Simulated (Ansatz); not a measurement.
`F[SiH2][O][ZnH]` + HBr → `[ZnH][O][SiH2]Br` + H–F at 400 K and 1 bar (ligand exchange at the Si–F bond).

Computed with Ansatz on PBE0-D4/def2-TZVP structures; ΔE is electronic, products minus reactants. CCSD(T)/CBS adds triple-zeta CCSD(T) − MP2 to the extrapolated MP2 energy (def2 sets, frozen cores). This one scheme is used for every species. For Br, Zn outer-core shells are correlated without core-valence functions, which leaves a few kJ/mol of doubt a bond. Scalar relativity is left out up to krypton. Each species was taken in one conformer, which may not be the lowest.

```json
{"species": "`F[SiH2][O][ZnH]`", "CCSD(T)/CBS energy (Eh)": "-2244.35972", "H − E (kJ/mol)": "109.5", "S (J/(mol·K))": "369.0"}
{"species": "HBr", "CCSD(T)/CBS energy (Eh)": "-2573.91920", "H − E (kJ/mol)": "27.6", "S (J/(mol·K))": "207.2"}
{"species": "`[ZnH][O][SiH2]Br`", "CCSD(T)/CBS energy (Eh)": "-4717.86743", "H − E (kJ/mol)": "106.6", "S (J/(mol·K))": "390.7"}
{"species": "H–F", "CCSD(T)/CBS energy (Eh)": "-100.39570", "H − E (kJ/mol)": "36.5", "S (J/(mol·K))": "182.2"}
```

H − E and S are ideal-gas, rigid-rotor, harmonic terms from PBE0-D4/def2-TZVP, for one conformer and one mirror image of each species. 1 Eh = 2625.50 kJ/mol, R = 8.31446 J/(mol·K).

Problem. By hand: ΔE, ΔH, ΔS and ΔG.

Solution. ΔE = (-4717.86743) + (-100.39570) − (-2244.35972) − (-2573.91920) = 0.01579 Eh = 41.5 kJ/mol. Δ(H − E) = 106.6 + 36.5 − 109.5 − 27.6 = 6.0, so ΔH = 47.5 kJ/mol. ΔS = 390.7 + 182.2 − 369.0 − 207.2 = -3.3 J/(mol·K). ΔG = 47.5 − 400 × (-3.3)/1000 = 48.8 kJ/mol.

Problem. By hand: the equilibrium constant, and the temperature at which ΔG would vanish if ΔH and ΔS stayed fixed.

Solution. log₁₀ K = −ΔG/(RT ln 10) = -6.4. ΔH and −TΔS have one sign here, so there is no such temperature.

The number of gas molecules stays the same, so ΔS is small and ΔH decides. A doubt of 5 kJ/mol in ΔE shifts log₁₀ K by 0.7 here. Other conformers and mirror images would add mixing entropy, several J/(mol·K) or more a flexible species. Modes under 60 cm⁻¹, often nearly free rotors, make the harmonic entropy too high. These are equilibria of isolated gas molecules and say nothing of rates. Largest T1 diagnostic: 0.015 (customary marks: 0.02 for closed shells, 0.045 for open ones).

ΔS is within the doubt of such terms, so its sign, and with it that verdict, could turn.
